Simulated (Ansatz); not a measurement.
Ansatz (a quantum-chemistry and plane-wave program) input (B3LYP-D3(BJ)/def2-TZVP):

Ansatz 0.2 input:
```yaml
crystal:
  periodic: [false, false, false]
  atoms:
    - {symbol: P, position_ang: [-0.00000000, -0.00000000, -0.08928302]}
    - {symbol: H, position_ang: [0.00000000, 0.00000000, 1.33924536]}
basis:
  gaussian:
    orbitals: def2-TZVP
hamiltonian:
  xc: b3lyp
  dispersion: d3bj
magnetization: {spin_polarized: true, initial_magnetization: 2}
phonons: {temperatures: {t_min: 298.15, t_max: 298.15, t_step: 100}}
```

Output:

```
Functional definition: B3LYP
integrals: 0.00 GiB planned
326 factors; their error is unknown
mean field: 0.10 GiB planned
mean field evaluation 1: about -9303.4614 eV, gradient 5.8e0 eV
mean field evaluation 2: about -9303.6531 eV, gradient 3.2e0 eV
mean field evaluation 4: about -9303.7080 eV, gradient 1.3e-1 eV
mean field evaluation 8: about -9303.7148 eV, gradient 8.4e-3 eV
mean field evaluation 16: about -9303.7148 eV, gradient 8.3e-6 eV
mean field -9303.71478206 eV, -341.9052119562 hartree, gradient 8.3e-6 eV, S^2 2.006304; 0 other end points of the search recorded, 0 dependent functions left out
the calculation of the forces begins
reference -9303.71495340 eV, -341.9052182530 hartree; 9, 7 occupied and 34, 36 virtual orbitals, 326 factors
these checks for a lower state are left out or cut short: stability, starts, cluster_reference, orbital_swaps, neighbouring_geometries, increment
integrals: 0.00 GiB planned
326 factors; their error is unknown
mean field: 0.10 GiB planned
mean field -9303.71478206 eV, -341.9052119562 hartree, gradient 5.5e-7 eV, S^2 2.006304; 0 other end points of the search recorded, 0 dependent functions left out
the calculation of the forces begins
reference -9303.71495340 eV, -341.9052182531 hartree; 9, 7 occupied and 34, 36 virtual orbitals, 326 factors
these checks for a lower state are left out or cut short: stability, starts, cluster_reference, orbital_swaps, neighbouring_geometries, increment
integrals: 0.00 GiB planned
326 factors; their error is unknown
mean field: 0.10 GiB planned
mean field -9303.71478206 eV, -341.9052119562 hartree, gradient 5.5e-7 eV, S^2 2.006304; 0 other end points of the search recorded, 0 dependent functions left out
the calculation of the forces begins
reference -9303.71495340 eV, -341.9052182531 hartree; 9, 7 occupied and 34, 36 virtual orbitals, 326 factors
these checks for a lower state are left out or cut short: stability, starts, cluster_reference, orbital_swaps, neighbouring_geometries, increment
integrals: 0.00 GiB planned
326 factors; their error is unknown
mean field: 0.10 GiB planned
mean field evaluation 32: about -9303.7148 eV, gradient 3.3e-2 eV
mean field -9303.71478206 eV, -341.9052119562 hartree, gradient 5.5e-7 eV, S^2 2.006304; 0 other end points of the search recorded, 0 dependent functions left out
the calculation of the forces begins
reference -9303.71495340 eV, -341.9052182531 hartree; 9, 7 occupied and 34, 36 virtual orbitals, 326 factors
these checks for a lower state are left out or cut short: stability, starts, cluster_reference, orbital_swaps, neighbouring_geometries, increment
integrals: 0.00 GiB planned
326 factors; their error is unknown
mean field: 0.10 GiB planned
mean field -9303.71478206 eV, -341.9052119562 hartree, gradient 5.5e-7 eV, S^2 2.006304; 0 other end points of the search recorded, 0 dependent functions left out
the calculation of the forces begins
reference -9303.71495340 eV, -341.9052182531 hartree; 9, 7 occupied and 34, 36 virtual orbitals, 326 factors
these checks for a lower state are left out or cut short: stability, starts, cluster_reference, orbital_swaps, neighbouring_geometries, increment
integrals: 0.00 GiB planned
326 factors; their error is unknown
mean field: 0.10 GiB planned
mean field -9303.71471993 eV, -341.9052096729 hartree, gradient 1.7e-6 eV, S^2 2.006305; 0 other end points of the search recorded, 0 dependent functions left out
the calculation of the forces begins
reference -9303.71489127 eV, -341.9052159699 hartree; 9, 7 occupied and 34, 36 virtual orbitals, 326 factors
these checks for a lower state are left out or cut short: stability, starts, cluster_reference, orbital_swaps, neighbouring_geometries, increment
integrals: 0.00 GiB planned
326 factors; their error is unknown
mean field: 0.10 GiB planned
mean field -9303.71472116 eV, -341.9052097184 hartree, gradient 2.3e-6 eV, S^2 2.006304; 0 other end points of the search recorded, 0 dependent functions left out
the calculation of the forces begins
reference -9303.71489251 eV, -341.9052160152 hartree; 9, 7 occupied and 34, 36 virtual orbitals, 326 factors
these checks for a lower state are left out or cut short: stability, starts, cluster_reference, orbital_swaps, neighbouring_geometries, increment
integrals: 0.00 GiB planned
326 factors; their error is unknown
mean field: 0.10 GiB planned
mean field evaluation 64: about -9303.7148 eV, gradient 1.4e-6 eV
mean field -9303.71478206 eV, -341.9052119562 hartree, gradient 5.5e-7 eV, S^2 2.006304; 0 other end points of the search recorded, 0 dependent functions left out
the calculation of the forces begins
reference -9303.71495340 eV, -341.9052182531 hartree; 9, 7 occupied and 34, 36 virtual orbitals, 326 factors
these checks for a lower state are left out or cut short: stability, starts, cluster_reference, orbital_swaps, neighbouring_geometries, increment
integrals: 0.00 GiB planned
326 factors; their error is unknown
mean field: 0.10 GiB planned
mean field -9303.71478206 eV, -341.9052119562 hartree, gradient 5.5e-7 eV, S^2 2.006304; 0 other end points of the search recorded, 0 dependent functions left out
the calculation of the forces begins
reference -9303.71495340 eV, -341.9052182531 hartree; 9, 7 occupied and 34, 36 virtual orbitals, 326 factors
these checks for a lower state are left out or cut short: stability, starts, cluster_reference, orbital_swaps, neighbouring_geometries, increment
integrals: 0.00 GiB planned
326 factors; their error is unknown
mean field: 0.10 GiB planned
mean field -9303.71478206 eV, -341.9052119562 hartree, gradient 5.5e-7 eV, S^2 2.006304; 0 other end points of the search recorded, 0 dependent functions left out
the calculation of the forces begins
reference -9303.71495340 eV, -341.9052182531 hartree; 9, 7 occupied and 34, 36 virtual orbitals, 326 factors
these checks for a lower state are left out or cut short: stability, starts, cluster_reference, orbital_swaps, neighbouring_geometries, increment
integrals: 0.00 GiB planned
326 factors; their error is unknown
mean field: 0.10 GiB planned
mean field -9303.71478206 eV, -341.9052119562 hartree, gradient 5.5e-7 eV, S^2 2.006304; 0 other end points of the search recorded, 0 dependent functions left out
the calculation of the forces begins
reference -9303.71495340 eV, -341.9052182531 hartree; 9, 7 occupied and 34, 36 virtual orbitals, 326 factors
these checks for a lower state are left out or cut short: stability, starts, cluster_reference, orbital_swaps, neighbouring_geometries, increment
integrals: 0.00 GiB planned
326 factors; their error is unknown
mean field: 0.10 GiB planned
mean field -9303.71472116 eV, -341.9052097184 hartree, gradient 2.3e-6 eV, S^2 2.006304; 0 other end points of the search recorded, 0 dependent functions left out
the calculation of the forces begins
reference -9303.71489251 eV, -341.9052160152 hartree; 9, 7 occupied and 34, 36 virtual orbitals, 326 factors
these checks for a lower state are left out or cut short: stability, starts, cluster_reference, orbital_swaps, neighbouring_geometries, increment
integrals: 0.00 GiB planned
326 factors; their error is unknown
mean field: 0.10 GiB planned
mean field evaluation 96: about -9303.7147 eV, gradient 1.8e-5 eV
mean field -9303.71471993 eV, -341.9052096729 hartree, gradient 1.7e-6 eV, S^2 2.006305; 0 other end points of the search recorded, 0 dependent functions left out
the calculation of the forces begins
reference -9303.71489127 eV, -341.9052159699 hartree; 9, 7 occupied and 34, 36 virtual orbitals, 326 factors
Total energy: -9303.73473234 eV, -341.9059451156 hartree
Atom 0 at    -0.000000    -0.000000    -0.089283 Å, force    -0.000000     0.000000    -0.000032 eV/Å
Atom 1 at     0.000000     0.000000     1.339245 Å, force    -0.000000    -0.000000     0.000032 eV/Å
Dipole moment:     0.000000    -0.000000     0.092570 e Å
Vibrations: 2341.63 cm⁻¹, zero-point energy 0.145163 eV
```
